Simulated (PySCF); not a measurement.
# Zr(27+): ionisation energy

Zr(27+) [Ne] 3s2 3p1 [3p1/2^1, M_J = 1/2] → Zr(28+) [Ne] 3s2, as a difference of total energies. Calculation: PySCF 2.14, in an uncontracted even-tempered set (19 s from 4 bohr⁻², ratio 2.4; 13 p from 5.2 bohr⁻², ratio 2.4; 5 d from 19 bohr⁻², ratio 2.6; 4 f from 28 bohr⁻², ratio 2.6); the two-component X2C-1e Hamiltonian. Correlated levels: 1s2 frozen; the 50 highest virtual spinors dropped. "Screened" scales the spin-orbit matrix elements by Boettger's factors to mimic the two-electron term; Breit and QED terms are absent.

```tsv
method	ionisation energy (eV)
GHF (spin-free)	1390.1
GMP2 (spin-free)	1390.5
GHF (screened spin-orbit)	1404.2
GMP2 (screened spin-orbit)	1404.5
```

Breit and QED terms and the two-electron picture change are absent.

The spin-free rows lack the spin-orbit shift.

For comparison: 1392 ± 7 eV (semi-empirical (NIST evaluation); NIST Atomic Spectra Database, ionization energies).
